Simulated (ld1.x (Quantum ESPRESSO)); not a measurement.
**Scattering properties, ultrasoft potential for Co**

ld1.x (Quantum ESPRESSO) 7.5 input, shortened:

```
&input
   title='Co', zed=27., rel=1, dft='PBESOL', iswitch=3,
   config='[Ar] 3d7 4s2 4p0'
 /
 &inputp
   pseudotype=3, tm=.true., lloc=-1, rcloc=1.50,
   nlcc=.true.,
   which_augfun='PSQ', rmatch_augfun_nc=.true.
 /
6
3S  1  0   2.00   0.00  1.05  1.15  0.0
4S  2  0   2.00   0.00  1.05  1.15  0.0
3P  2  1   6.00   0.00  1.25  1.60  0.0
4P  3  1   0.00   0.00  1.25  1.60  0.0
3D  3  2   7.00   0.00  1.20  1.35  0.0
3D  3  2   0.00   3.85  1.20  1.35  0.0
 &test
   configts(1)='3s2 3p6 3d7 4s2 4p0'
 /
```

The phase is arctan(r·u′/u) with u = r·R(r), unwrapped; energies in Ry, scanned from -10 to 5 Ry. A pole is an energy at which the radial function vanishes at the test radius. The pseudo phase is shifted by a multiple of π to meet the all-electron one at the reference energy, and phase errors are pseudo minus all-electron; the curves can meet again beyond the range given. Levels narrower than the energy grid can be missing from the lists of poles.

For each channel, where are the poles, and over which energies does the pseudopotential scatter like the atom?

| channel | radius (bohr) | reference energy (Ry) | poles, all-electron | poles, pseudo | unbroken range about the reference energy with phases within 0.05 rad | phase error 1 Ry above the reference energy (rad) |
| --- | --- | --- | --- | --- | --- | --- |
| s | 1.75 | -0.40 | -7.35 | -7.35 | the whole range | -0.000 |
| p | 1.75 | -0.09 | -4.55 | -4.56 | below 1.9 | -0.004 |
| d | 1.75 | -0.60 | 0.03 | 0.03 | the whole range | +0.000 |

Phases in the p channel:

```csv
E (Ry),all-electron,pseudo
-10.00,1.373,1.371
-9.76,1.370,1.368
-9.52,1.366,1.364
-9.28,1.363,1.361
-9.04,1.359,1.357
-8.80,1.355,1.353
-8.56,1.350,1.348
-8.32,1.345,1.343
-8.08,1.340,1.337
-7.84,1.334,1.331
-7.60,1.327,1.325
-7.36,1.319,1.317
-7.12,1.310,1.308
-6.88,1.300,1.297
-6.64,1.287,1.284
-6.40,1.271,1.268
-6.16,1.249,1.246
-5.92,1.218,1.215
-5.68,1.167,1.164
-5.44,1.066,1.062
-5.20,0.758,0.751
-4.96,-0.700,-0.703
-4.72,-1.440,-1.440
-4.48,-1.606,-1.607
-4.24,-1.678,-1.679
-4.00,-1.719,-1.720
-3.76,-1.748,-1.749
-3.52,-1.770,-1.772
-3.28,-1.789,-1.791
-3.04,-1.806,-1.807
-2.80,-1.822,-1.823
-2.56,-1.837,-1.838
-2.32,-1.852,-1.854
-2.08,-1.868,-1.869
-1.84,-1.885,-1.886
-1.60,-1.902,-1.903
-1.36,-1.921,-1.922
-1.12,-1.942,-1.943
-0.88,-1.965,-1.966
-0.64,-1.991,-1.991
-0.40,-2.020,-2.020
-0.16,-2.054,-2.054
0.08,-2.094,-2.094
0.32,-2.140,-2.140
0.56,-2.196,-2.197
0.80,-2.264,-2.267
1.04,-2.348,-2.353
1.28,-2.453,-2.464
1.52,-2.584,-2.604
1.76,-2.748,-2.783
2.00,-2.946,-3.000
2.24,-3.171,-3.247
2.48,-3.403,-3.497
2.72,-3.620,-3.723
2.96,-3.807,-3.910
3.20,-3.959,-4.059
3.44,-4.080,-4.175
3.68,-4.177,-4.267
3.92,-4.255,-4.341
4.16,-4.318,-4.401
4.40,-4.370,-4.450
4.64,-4.414,-4.492
4.88,-4.451,-4.528
```
